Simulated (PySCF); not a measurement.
# Worked example: chemical shift, span and skew from a shielding tensor

C₂H₄N₂OSi, SMILES O[SiH]1N=CC=N1. Atoms are numbered in the order given.

```xyz
10

O      2.0705     0.5055     0.0000
Si     0.7030    -0.4136     0.0000
N     -0.4341    -0.0715     1.3479
C     -1.5415     0.1904     0.7664
C     -1.5415     0.1904    -0.7664
N     -0.4341    -0.0715    -1.3479
H      1.9752     1.4652     0.0000
H      1.1357    -1.8265     0.0000
H     -2.4702     0.4119     1.3260
H     -2.4702     0.4119    -1.3260
```
Charge 0, spin multiplicity 1.

Geometry optimised at r2SCAN-D4/def2-SVP. This is a generated structure with no PubChem entry under its InChIKey; it may be hypothetical. One conformer was computed; it need not be the lowest.

GIAO shieldings from PySCF with PBE0/pcSseg-1, non-relativistic, no solvent. The symmetric part of the tensor of C4 has the principal values -108.5, 30.8, 101.4 ppm. The same nucleus in TMS has σ = 186.3 ppm at this level (PySCF, at its B3LYP-D3(BJ)/def2-TZVP geometry).

Problem. Work out the isotropic shielding, the ¹³C shift against TMS, the span and the skew.

Solution. 
σ(iso) = (σ11 + σ22 + σ33)/3 = 7.9 ppm. δ = σ(ref) − σ(iso) = 186.3 − (7.9) = 178.4 ppm.
Span Ω = σ33 − σ11 = 209.9 ppm. Skew κ = 3(σ(iso) − σ22)/Ω = -0.33. Tumbling in solution averages the tensor to δ; in a static solid the shielding alone would spread this spin-1/2 line over Ω.
